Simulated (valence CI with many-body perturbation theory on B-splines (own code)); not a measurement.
Sm¹²⁺: fill in the table

Calculated by valence CI with perturbative core correlation (CI+MBPT): four valence electrons over a frozen Dirac-Fock core [Kr] 4d10, radial functions for each j: 7 s, 7 p, 7 d, 7 f, 4 g, 2 h, with the one-electron correlation potential Σ1 (screened to all orders), the two-electron term Σ2, the three-electron term Σ3, Breit, model QED; selected single and double excitations, second order for the rest, scaled by the run's own slope (own B-spline code, finite nucleus).

No measured levels were compared; by estimate terms of the open shell hold to a few per cent of their energy, and close levels can change places; configurations with another count of f electrons can be misplaced by thousands of cm⁻¹.

| Level | E (eV) |
| --- | --- |
| 4f2.5s2 3H_4 | 0.0000 |
| 4f2.5s2 3H_5 | ? |
| 4f2.5s2 3F_2 | 1.076 |
| 4f2.5s2 3H_6 | ? |
| 4f2.5s2 3F_3 | ? |
| 4f2.5s2 3F_4 | ? |
| 4f2.5s2 1G_4 | 2.307 |
| 4f2.5s2 1D_2 | 3.726 |
| 4f2.5s2 3P_0 | 4.521 |
| 4f2.5s2 1I_6 | 4.611 |
| 4f2.5s2 3P_1 | 4.710 |
| 4f2.5s2 3P_2 | 5.048 |
| 4f3.5s 5I°_4 | 9.429 |
| 4f3.5s 5I°_5 | 9.679 |
| 4f3.5s 5I°_6 | 9.983 |
| 4f3.5s 5I°_7 | 10.323 |
| 4f2.5s2 1S_0 | 10.345 |
| 4f3.5s 5I°_8 | ? |
| 4f3.5s 3I°_5 [a] | ? |
| 4f3.5s 5F°_1 | 11.734 |

Names give the largest LS component (configuration and term), which can be under half, so a name can repeat, a term be missing and a line seem to break the LS rules; names also repeat where a configuration has a term twice. Letters in brackets count levels of one name in rising energy.

Problem. The levels stand in rising order. What does the calculation give for the missing energies?

Solution. 4f2.5s2 3H_5 0.5824; 4f2.5s2 3H_6 1.167; 4f2.5s2 3F_3 1.469; 4f2.5s2 3F_4 1.530; 4f3.5s 5I°_8 10.687; 4f3.5s 3I°_5 [a] 11.471.
